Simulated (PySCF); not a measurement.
Species: C2H9NSi2.
Bonds: C1–N2, N2–Si3, Si3–C4, C4–Si5, C1–Si5. Hydrogens: H6, H7 on C1; H8 on N2; H9, H10 on Si3; H11, H12 on C4; H13, H14 on Si5.

Method used: PBE0-D3(BJ)/def2-SVP geometry optimisation, gas phase (PySCF).

(1) What internal coordinates does the optimisation give?

## Answers

(1) 
```json
{"bond": "C1–N2", "length (Å)": "1.453", "order": "single"}
{"bond": "N2–Si3", "length (Å)": "1.737", "order": "single"}
{"bond": "Si3–C4", "length (Å)": "1.884", "order": "single"}
{"bond": "C4–Si5", "length (Å)": "1.891", "order": "single"}
{"bond": "C1–Si5", "length (Å)": "1.918", "order": "single"}
{"bond": "C1–H6, C1–H7", "length (Å)": "1.107", "order": "single"}
{"bond": "N2–H8", "length (Å)": "1.014", "order": "single"}
{"bond": "Si3–H9, Si3–H10", "length (Å)": "1.500", "order": "single"}
{"bond": "C4–H11, C4–H12", "length (Å)": "1.101", "order": "single"}
{"bond": "Si5–H13, Si5–H14", "length (Å)": "1.496", "order": "single"}
```

Bonds in one row agree within 0.01 Å and their mean is given. Orders are formal, as drawn. A selection of angles:
```json
{"angle": "N2–C1–Si5", "degrees": "106.4"}
{"angle": "N2–C1–H6", "degrees": "113.7"}
{"angle": "N2–C1–H7", "degrees": "111.2"}
{"angle": "Si5–C1–H6", "degrees": "109.8"}
{"angle": "H6–C1–H7", "degrees": "106.4"}
{"angle": "C1–N2–Si3", "degrees": "119.7"}
{"angle": "C1–N2–H8", "degrees": "115.4"}
{"angle": "Si3–N2–H8", "degrees": "122.0"}
{"angle": "N2–Si3–C4", "degrees": "100.3"}
{"angle": "N2–Si3–H9", "degrees": "109.6"}
{"angle": "N2–Si3–H10", "degrees": "115.6"}
{"angle": "C4–Si3–H9", "degrees": "115.3"}
{"angle": "C4–Si3–H10", "degrees": "109.4"}
{"angle": "H9–Si3–H10", "degrees": "106.9"}
{"angle": "Si3–C4–Si5", "degrees": "103.4"}
{"angle": "Si3–C4–H11", "degrees": "109.7"}
{"angle": "Si3–C4–H12", "degrees": "113.2"}
{"angle": "Si5–C4–H11", "degrees": "110.0"}
{"angle": "Si5–C4–H12", "degrees": "112.4"}
{"angle": "H11–C4–H12", "degrees": "108.1"}
{"angle": "C4–Si5–H13", "degrees": "111.7"}
{"angle": "C1–Si5–C4", "degrees": "102.5"}
{"angle": "C1–Si5–H13", "degrees": "110.9"}
{"angle": "H13–Si5–H14", "degrees": "108.0"}
```

Dihedral angles: Si5–C1–N2–Si3 -25° (synperiplanar); C1–N2–Si3–C4 31° (synclinal); N2–Si3–C4–Si5 -21° (synperiplanar); Si3–C4–Si5–C1 10° (synperiplanar); N2–C1–Si5–C4 7° (synperiplanar). The mirror-image conformer, all signs reversed, is as good.

The 5-membered ring C1–N2–Si3–C4–Si5 has internal angles of 100.3° to 119.7° (sum 532°, against 540° for a flat polygon); it is puckered, 0.13 Å rms from its mean plane, widest ring torsion 31°. N2 (silicon-bound nitrogen) is almost planar (angles 122.0°, 119.7° and 115.4°, sum 357.1°, 0.13 Å off the plane of its three neighbours). Si5 (SiH2 silicon) is distorted tetrahedral (angles from 102.5° to 112.4°). The C–Si distances run from 1.884 Å (Si3–C4, drawn single) to 1.918 Å (C1–Si5, drawn single), a spread of 0.034 Å. Si3 (SiH2 silicon) is distorted tetrahedral (angles from 100.3° to 115.6°).

Point group: C1 (no symmetry element, even within 0.4 Å). PBE0-D3(BJ)/def2-SVP frequencies: not computed here. The numbers are those of one conformer.
